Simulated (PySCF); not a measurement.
PySCF job for C4H5, SMILES C=[C]C=C (connectivity only; charge and spin as stated), charge +1, multiplicity 1, TDDFT-LC-ωPBE/def2-SVPD. Geometry: B3LYP-D3(BJ)/def2-SVP. The spin state was assumed, not searched. The isomer is the one that the SMILES or the coordinates give; other isomers of the formula were not compared. Other conformers were not sampled.

```python
import numpy as np
from pyscf import gto, scf, dft, tdscf

mol = gto.M(
    atom='''
    C    -0.17656760    1.84730977   -0.00000000
    C     0.16426925    0.61060252    0.00000000
    C     0.54578993   -0.71099303    0.00000000
    C    -0.42124954   -1.68781930   -0.00000000
    H    -0.32668807    2.39532547    0.94483816
    H    -0.32668806    2.39532547   -0.94483816
    H     1.61360695   -0.96229228    0.00000000
    H    -1.48704117   -1.43390284   -0.00000000
    H    -0.14664195   -2.74905550   -0.00000000
    ''',
    basis='def2-SVPD',
    charge=1,
    spin=0,
    symmetry=True,
    max_memory=1600,
    verbose=4,
)
mf = dft.RKS(mol, xc='lc_wpbe').density_fit(auxbasis='def2-universal-jkfit')
mf.grids.level = 3
mf.conv_tol = 1e-9
mf.max_cycle = 100
mf.kernel()
mf.grids = dft.Grids(mol).set(level=1).build(with_non0tab=True)  # coarser grid for the response kernel
td = tdscf.TDDFT(mf)
td.singlet = True
td.nstates = 10
td.conv_tol = 1e-4
td.positive_eig_threshold = 1e-6
td.kernel(x0=td.get_init_guess(mf, 15))
td.analyze()
tt = tdscf.TDA(mf)
tt.singlet = False
tt.nstates = 4
tt.conv_tol = 1e-4
tt.positive_eig_threshold = 1e-6
tt.kernel(x0=tt.get_init_guess(mf, 9))
tt.analyze(verbose=3)
```

Output:

```
PySCF version 2.14.0

[INPUT] verbose = 4
[INPUT] num. atoms = 9
[INPUT] num. electrons = 28
[INPUT] charge = 1
[INPUT] spin (= nelec alpha-beta = 2S) = 0
[INPUT] symmetry True subgroup None
[INPUT] Mole.unit = angstrom
[INPUT] Symbol           X                Y                Z      unit          X                Y                Z       unit  Magmom
[INPUT]  1 C     -0.176567600000   1.847309770000   0.000000000000 AA   -0.333664406472   3.490909532533   0.000000000000 Bohr   0.0
[INPUT]  2 C      0.164269250000   0.610602520000   0.000000000000 AA    0.310423893188   1.153871533769   0.000000000000 Bohr   0.0
[INPUT]  3 C      0.545789930000  -0.710993030000   0.000000000000 AA    1.031393489246  -1.343582103175   0.000000000000 Bohr   0.0
[INPUT]  4 C     -0.421249540000  -1.687819300000   0.000000000000 AA   -0.796046260699  -3.189516224755   0.000000000000 Bohr   0.0
[INPUT]  5 H     -0.326688070000   2.395325470000   0.944838160000 AA   -0.617350980463   4.526509117495   1.785485354438 Bohr   0.0
[INPUT]  6 H     -0.326688060000   2.395325470000  -0.944838160000 AA   -0.617350961565   4.526509117495  -1.785485354438 Bohr   0.0
[INPUT]  7 H      1.613606950000  -0.962292280000   0.000000000000 AA    3.049275208195  -1.818468860983   0.000000000000 Bohr   0.0
[INPUT]  8 H     -1.487041170000  -1.433902840000   0.000000000000 AA   -2.810100547253  -2.709683656836   0.000000000000 Bohr   0.0
[INPUT]  9 H     -0.146641950000  -2.749055500000   0.000000000000 AA   -0.277113123872  -5.194961996229   0.000000000000 Bohr   0.0

nuclear repulsion = 96.2996544774563
point group symmetry = Cs
symmetry origin: [-3.90977817e-09  5.21303763e-09  0.00000000e+00]
symmetry axis x: [ 1.00000000e+00 -3.20163851e-10 -1.46134803e-09]
symmetry axis y: [-3.20163851e-10 -1.00000000e+00  1.16020539e-16]
symmetry axis z: [ 1.46134803e-09 -5.73650647e-17  1.00000000e+00]
num. orbitals of irrep A' = 82
num. orbitals of irrep A" = 38
number of shells = 52
number of NR pGTOs = 170
number of NR cGTOs = 120
basis = def2-SVPD
ecp = {}


[settings echo left out]
init E= -155.573158453398
HOMO (A') = -0.313352221913828  LUMO (A") = -0.145946287183405  gap/eV = 4.55535
cycle= 1 E= -154.766150058788  delta_E= 0.807  |g|= 0.351  |ddm|= 5.08
HOMO (A') = -0.688076912565057  LUMO (A") = -0.340289189455962  gap/eV = 9.46379
cycle= 2 E= -154.797518674253  delta_E= -0.0314  |g|= 0.252  |ddm|= 1.14
HOMO (A') = -0.648430627926372  LUMO (A") = -0.277591167597389  gap/eV = 10.09106
cycle= 3 E= -154.812684999058  delta_E= -0.0152  |g|= 0.0631  |ddm|= 0.533
HOMO (A') = -0.639149625731519  LUMO (A") = -0.268389288997546  gap/eV = 10.08890
cycle= 4 E= -154.813824171437  delta_E= -0.00114  |g|= 0.0253  |ddm|= 0.197
HOMO (A') = -0.639997956416213  LUMO (A") = -0.26930595753064  gap/eV = 10.08704
cycle= 5 E= -154.814010317991  delta_E= -0.000186  |g|= 0.00565  |ddm|= 0.0447
HOMO (A') = -0.641110238619052  LUMO (A") = -0.268982323220812  gap/eV = 10.12612
cycle= 6 E= -154.81402906197  delta_E= -1.87e-05  |g|= 0.00342  |ddm|= 0.0203
HOMO (A') = -0.640513377354902  LUMO (A") = -0.268748303991726  gap/eV = 10.11624
cycle= 7 E= -154.814035172726  delta_E= -6.11e-06  |g|= 0.000811  |ddm|= 0.0106
HOMO (A') = -0.640564515504702  LUMO (A") = -0.268718941563443  gap/eV = 10.11843
cycle= 8 E= -154.814035721626  delta_E= -5.49e-07  |g|= 0.000174  |ddm|= 0.00394
HOMO (A') = -0.640530059038159  LUMO (A") = -0.268708868541452  gap/eV = 10.11777
cycle= 9 E= -154.814035740343  delta_E= -1.87e-08  |g|= 5.46e-05  |ddm|= 0.000882
HOMO (A') = -0.640532124200603  LUMO (A") = -0.268710111461057  gap/eV = 10.11779
cycle= 10 E= -154.814035741698  delta_E= -1.36e-09  |g|= 2.76e-05  |ddm|= 0.000179
HOMO (A') = -0.640526298470245  LUMO (A") = -0.268709458333499  gap/eV = 10.11765
cycle= 11 E= -154.814035742051  delta_E= -3.53e-10  |g|= 5.66e-06  |ddm|= 0.000124
HOMO (A') = -0.64052605355867  LUMO (A") = -0.268710838766956  gap/eV = 10.11761
Extra cycle  E= -154.81403574207  delta_E= -1.96e-11  |g|= 2.92e-06  |ddm|= 3.35e-05
converged SCF energy = -154.81403574207
tot grids = 33080
Overwritten attributes  positive_eig_threshold  of <class 'pyscf.tdscf.rks.TDDFT'>


******** <class 'pyscf.tdscf.rks.TDDFT'> for <class 'pyscf.df.df_jk.DFSymAdaptedRKS'> ********
nstates = 10 singlet
deg_eia_thresh = 1.000e-03
wfnsym = None
conv_tol = 0.0001
eigh lindep = 1e-12
eigh level_shift = 0
eigh max_cycle = 100


Excitation energies (eV)
[3.30095617 5.60316939 6.05808319 7.52522748 7.91409571 8.24620267
 8.74554191 9.08950893 9.80033244 9.99426227]

** Singlet excitation energies and oscillator strengths **
Excited State   1:   A"      3.30096 eV    375.60 nm  f=0.0000
      14 -> 15       -0.69237
      14 -> 17        0.13041
Excited State   2:   A'      5.60317 eV    221.28 nm  f=0.4451
      13 -> 15        0.70269
Excited State   3:   A"      6.05808 eV    204.66 nm  f=0.0001
      12 -> 15       -0.69405
      12 -> 17       -0.10058
Excited State   4:   A"      7.52523 eV    164.76 nm  f=0.0024
       9 -> 15       -0.12023
      10 -> 15        0.63212
      14 -> 17        0.24934
Excited State   5:   A'      7.91410 eV    156.66 nm  f=0.2013
      11 -> 15        0.40334
      14 -> 16       -0.55615
Excited State   6:   A"      8.24620 eV    150.35 nm  f=0.0008
      13 -> 16        0.69753
Excited State   7:   A"      8.74554 eV    141.77 nm  f=0.0027
       8 -> 15       -0.19214
       9 -> 15       -0.38233
      10 -> 15       -0.24989
      12 -> 17       -0.10278
      14 -> 17        0.47033
Excited State   8:   A"      9.08951 eV    136.40 nm  f=0.0007
       8 -> 15        0.20019
       9 -> 15        0.46331
      12 -> 17        0.16754
      14 -> 17        0.43664
Excited State   9:  ???      9.80033 eV    126.51 nm  f=0.0685
      11 -> 15       -0.17671
      13 -> 17        0.64436
      14 -> 18       -0.13111
Excited State  10:  ???      9.99426 eV    124.06 nm  f=0.2765
      11 -> 15        0.33496
      14 -> 16        0.28099
      14 -> 18       -0.51259
      14 -> 19        0.11851

** Transition electric dipole moments (AU) **
state          X           Y           Z        Dip. S.      Osc.
  1        -0.0000      0.0000     -0.0197      0.0004      0.0000
  2         0.3248      1.7711     -0.0000      3.2422      0.4451
  3         0.0000      0.0000      0.0229      0.0005      0.0001
  4         0.0000     -0.0000      0.1138      0.0130      0.0024
  5        -0.0461      1.0179     -0.0000      1.0383      0.2013
  6        -0.0000     -0.0000     -0.0628      0.0039      0.0008
  7        -0.0000     -0.0000     -0.1114      0.0124      0.0027
  8        -0.0000     -0.0000      0.0561      0.0031      0.0007
  9         0.5278     -0.0830     -0.0000      0.2855      0.0685
 10        -0.0978     -1.0582      0.0000      1.1293      0.2765

** Transition velocity dipole moments (imaginary part, AU) **
state          X           Y           Z        Dip. S.      Osc.
  1         0.0000      0.0000     -0.0013      0.0000      0.0000
  2         0.0652      0.3582     -0.0000      0.1325      0.4291
  3         0.0000      0.0000      0.0023      0.0000      0.0000
  4         0.0000     -0.0000      0.0326      0.0011      0.0026
  5        -0.0129      0.2922     -0.0000      0.0855      0.1961
  6        -0.0000     -0.0000     -0.0252      0.0006      0.0014
  7        -0.0000      0.0000     -0.0379      0.0014      0.0030
  8         0.0000     -0.0000      0.0169      0.0003      0.0006
  9         0.1837     -0.0299     -0.0000      0.0346      0.0641
 10        -0.0478     -0.3875      0.0000      0.1524      0.2766

** Transition magnetic dipole moments (imaginary part, AU) **
state          X           Y           Z
  1         0.0467     -0.4007     -0.0000
  2        -0.0000     -0.0000     -0.3943
  3         0.2936      0.7565     -0.0000
  4         0.7434     -1.1540     -0.0000
  5        -0.0000     -0.0000     -0.2421
  6         0.0917     -0.5456     -0.0000
  7         0.7595      0.1767      0.0000
  8        -1.0764     -0.7227      0.0000
  9        -0.0000     -0.0000     -0.4667
 10         0.0000      0.0000     -0.4535
Overwritten attributes  positive_eig_threshold  of <class 'pyscf.tdscf.rks.TDA'>


******** <class 'pyscf.tdscf.rks.TDA'> for <class 'pyscf.df.df_jk.DFSymAdaptedRKS'> ********
nstates = 4 triplet
deg_eia_thresh = 1.000e-03
wfnsym = None
conv_tol = 0.0001
eigh lindep = 1e-12
eigh level_shift = 0
eigh max_cycle = 100


Excitation energies (eV)
[2.73762677 2.78944856 4.90312068 5.44002597]

** Triplet excitation energies and oscillator strengths **
Excited State   1:   A'      2.73763 eV    452.89 nm  f=0.0000
Excited State   2:   A"      2.78945 eV    444.48 nm  f=0.0000
Excited State   3:   A'      4.90312 eV    252.87 nm  f=0.0000
Excited State   4:   A"      5.44003 eV    227.91 nm  f=0.0000
```

The run converged.

Cost: about 2.2 core-minutes (a rough figure).
